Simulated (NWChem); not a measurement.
System: CH4BClSe; SMILES B(Cl)([SeH])C

NWChem printed, in part:

```
             Northwest Computational Chemistry Package (NWChem) 7.3.0
             --------------------------------------------------------

 C1  symmetry detected

                             Geometry "geometry" -> ""
                             -------------------------

 Output coordinates in angstroms (scale by  1.889725989 to convert to a.u.)

  No.       Tag          Charge          X              Y              Z
 ---- ---------------- ---------- -------------- -------------- --------------
    1 B                    5.0000     0.43320159     0.59436265     0.00023037
    2 Cl                  17.0000    -0.82743152     1.85145965    -0.00000623
    3 C                    6.0000     1.94130514     1.01881556    -0.00015527
    4 H                    1.0000     2.15032146     1.64868034    -0.87552793
    5 H                    1.0000     2.64463619     0.18133437    -0.00314517
    6 H                    1.0000     2.15251321     1.64361242     0.87841155
    7 Se                  34.0000    -0.22951698    -1.23989324    -0.00004446
    8 H                    1.0000     1.10860352    -1.87677759     0.00165872

 Effective nuclear repulsion energy (a.u.)     284.9064055665

                                 NWChem DFT Module
                                 -----------------

 Summary of "ao basis" -> "ao basis" (spherical)
 ------------------------------------------------------------------------------
       Tag                 Description            Shells   Functions and Types
 ---------------- ------------------------------  ------  ---------------------
 B                          def2-svp                 6       14   3s2p1d
 Cl                         def2-svp                 8       18   4s3p1d
 C                          def2-svp                 6       14   3s2p1d
 H                          def2-svp                 3        5   2s1p
 Se                         def2-svp                12       32   5s4p3d

            General Information
            -------------------
          SCF calculation type: DFT
          Wavefunction type:  closed shell.
          No. of atoms     :     8
          No. of electrons :    66
           Alpha electrons :    33
            Beta electrons :    33
          Charge           :     0
          Spin multiplicity:     1
          Use of symmetry is: off; symmetry adaption is: off
          Maximum number of iterations: 150
          AO basis - number of functions:    98
                     number of shells:    44
          Convergence on energy requested:  1.00D-06
          Convergence on density requested:  1.00D-05
          Convergence on gradient requested:  5.00D-04

              XC Information
              --------------
                       M06-2X Method XC Functional
                     Hartree-Fock (Exact) Exchange  0.540
                        M06-2X Exchange Functional  1.000
                      M06-2X Correlation Potential  1.000

             Grid Information
             ----------------
          Grid used for XC integration:  medium
          Radial quadrature: Mura-Knowles
          Angular quadrature: Lebedev.
          Tag              B.-S. Rad. Rad. Pts. Rad. Cut. Ang. Pts.
          ---              ---------- --------- --------- ---------
          B                   0.85       49           8.0       434
          Cl                  1.00       88          11.0       590
          C                   0.70       49          10.0       434
          H                   0.35       45          11.0       434
          Se                  1.15      112          10.0       590
          Grid pruning is: on
          Number of quadrature shells:   478
          Spatial weights used:  Erf1

      Superposition of Atomic Density Guess
      -------------------------------------

 Sum of atomic energies:       -2922.96122567

      Non-variational initial energy
      ------------------------------

 Total energy =   -2924.613798
 1-e energy   =   -4630.463509
 2-e energy   =    1420.943306
 HOMO         =      -0.307430
 LUMO         =       0.029889

     ---------------------------------------------
      Total Density - Mulliken Population Analysis
     ---------------------------------------------

    Atom       Charge   Shell Charges
 -----------   ------   -------------------------------------------------------
    1 B    5     4.56   1.99  0.88  0.15  1.09  0.35  0.09
    2 Cl  17    17.29   2.00  1.99  1.22  0.70  5.94  2.16  3.25  0.01
    3 C    6     6.42   1.99  0.97  0.20  2.14  1.11  0.01
    4 H    1     0.86   0.65  0.19  0.03
    5 H    1     0.88   0.66  0.19  0.03
    6 H    1     0.86   0.65  0.19  0.03
    7 Se  34    34.30   2.00  2.00  2.00  1.32  0.52  6.00  5.98  1.97  2.48  8.20  1.76  0.08
    8 H    1     0.82   0.57  0.23  0.02

   convergence    iter        energy       DeltaE   RMS-Dens  Diis-err
 ---------------- ----- ----------------- --------- --------- ---------
 d= 0,ls=0.0,diis     1  -2926.6375001460 -3.21D+03  8.45D-03  3.33D-01
 d= 0,ls=0.0,diis     2  -2926.6622643013 -2.48D-02  4.40D-03  1.64D-01
 d= 0,ls=0.0,diis     3  -2926.6843516483 -2.21D-02  1.08D-03  1.48D-02
 d= 0,ls=0.0,diis     4  -2926.6865108191 -2.16D-03  2.42D-04  8.45D-04
 d= 0,ls=0.0,diis     5  -2926.6866234266 -1.13D-04  6.66D-05  2.20D-05
  Resetting Diis
 d= 0,ls=0.0,diis     6  -2926.6866272641 -3.84D-06  1.92D-05  2.78D-06
 d= 0,ls=0.0,diis     7  -2926.6866277073 -4.43D-07  5.05D-06  1.15D-07

         Total DFT energy =    -2926.686627707267
      One electron energy =    -4633.905463513065
           Coulomb energy =     1548.759966609961
    Exchange-Corr. energy =     -126.447536370665
 Nuclear repulsion energy =      284.906405566502

 Numeric. integr. density =       65.999994415133

                       DFT Final Molecular Orbital Analysis
                       ------------------------------------

[...]
```

Level: M06-2X/def2-SVP. Coordinates come from a B3LYP/6-31G* (spherical d) optimisation.

### Question
Reconstruct the input file.

### Answer
Several could match; the one computed here: the input that was run:
```
start job
memory heap 200 mb stack 900 mb global 1100 mb
geometry units angstroms noautoz
  B      0.438905     0.557970    -0.087056
  Cl    -0.763188     1.825664    -0.429712
  C      1.959256     0.933368    -0.040732
  H      2.261934     1.378459    -0.998320
  H      2.624363     0.091937     0.173008
  H      2.128418     1.708538     0.719107
  Se    -0.299424    -1.223839     0.202284
  H      1.006188    -1.884806     0.436145
end
basis spherical
  B library def2-svp
  Cl library def2-svp
  C library def2-svp
  H library def2-svp
  Se library def2-svp
end
dft
  xc m06-2x
  iterations 150
  mulliken
end
task dft energy
```
